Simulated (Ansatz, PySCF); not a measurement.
B(F)2(SMe) (CH3BF2S), SMILES CSB(F)F.

Geometry optimised at B3LYP-D3(BJ)/def2-SVP. One conformer was computed; it need not be the lowest.

Vertical ionisation energy (IE) and electron affinity (EA) in eV. Rows of orbital energies are one-electron estimates. Where ΔSCF, EOM or ADC give a negative EA the extra electron is unbound and the value depends on the basis.

```tsv
level	IE	EA
−ε(HOMO), −ε(LUMO), PBE/def2-TZVP (PySCF)	6.49	0.78
ΔSCF, CAM-B3LYP/def2-SVPD (Ansatz), final states of multiplicity 2 and 2	10.21	-1.30
```

Problem. What vertical singlet–triplet gap does ΔSCF give with CAM-B3LYP/def2-SVPD (Ansatz, a program for electronic structure)? (Estimate from the structure and the level; the computed values follow.)

Solution. 5.91 eV (triplet above singlet where positive).
